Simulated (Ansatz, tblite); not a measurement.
Forces on the cluster Rb₅H₄ at its B3LYP-D4/def2-SVP geometry. Charge 0, multiplicity 2.

In the def2 sets Rb takes a core potential; there is no spin–orbit coupling. The xTB rows come from tblite. Another isomer (doublet) lies 0.25 eV lower at PBE0-D4/def2-TZVP; other spin states weren't run for this one.

GFN1-xTB (tblite), largest force 0.48 eV/Å:

```xyz
9
positions Å, forces eV/Å
Rb   -3.185   -0.547    1.135    0.408    0.090   -0.093
Rb    0.930   -2.710    1.896   -0.118    0.368   -0.189
Rb   -0.912    3.291   -0.380    0.117   -0.401    0.103
Rb    3.205    1.138    0.410   -0.409   -0.125    0.000
Rb   -0.019   -0.598   -1.561    0.005    0.171    0.446
H     2.283   -1.338    0.053   -0.008   -0.021   -0.068
H     1.262    1.989   -1.206   -0.004   -0.033   -0.064
H    -1.271   -2.275    0.457    0.002   -0.018   -0.070
H    -2.292    1.050   -0.805    0.006   -0.030   -0.065
```

GFN2-xTB (tblite), largest force 0.40 eV/Å:

```
Rb 0.366 0.053 -0.156
Rb -0.108 0.303 -0.245
Rb 0.105 -0.391 0.018
Rb -0.369 -0.141 -0.072
Rb 0.002 0.068 0.177
H -0.078 0.068 0.055
H -0.043 -0.047 0.098
H 0.045 0.100 0.041
H 0.080 -0.014 0.084
```

PBE-D4/def2-TZVP (Ansatz), largest force 0.02 eV/Å:

```
Rb -0.001 0.004 0.011
Rb 0.000 0.004 0.012
Rb 0.000 0.005 0.011
Rb 0.001 0.005 0.011
Rb 0.000 0.006 0.016
H 0.008 -0.010 -0.014
H 0.004 0.001 -0.019
H -0.005 -0.013 -0.013
H -0.008 -0.002 -0.017
```
